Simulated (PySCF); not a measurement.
CH7ClN2Si, SMILES NC[Si@@H](N)Cl. The structure is a stationary point at PBE-D3(BJ)/def2-SVP. The structure was generated by enumeration; whether it is a known compound was not checked. Other conformers were not sampled.

Computed equilibrium geometry at PBE-D3(BJ)/def2-SVP (PySCF confirms it by a frequency run) as a Z-matrix (one conformer of several):
```
Si
N 1 1.7400
H 2 1.0238 1 118.06
H 2 1.0249 3 109.53 1 139.03
H 1 1.5013 2 105.80 3 -40.17
C 1 1.8947 5 112.34 2 116.67
H 6 1.1107 1 110.29 5 64.75
H 6 1.1135 7 104.81 1 -117.39
N 6 1.4709 7 110.02 8 -117.95
H 9 1.0290 6 109.68 7 -58.30
H 9 1.0300 10 104.89 6 116.85
Cl 1 2.1130 5 107.41 2 -122.59
```
Charge 0, spin multiplicity 1.
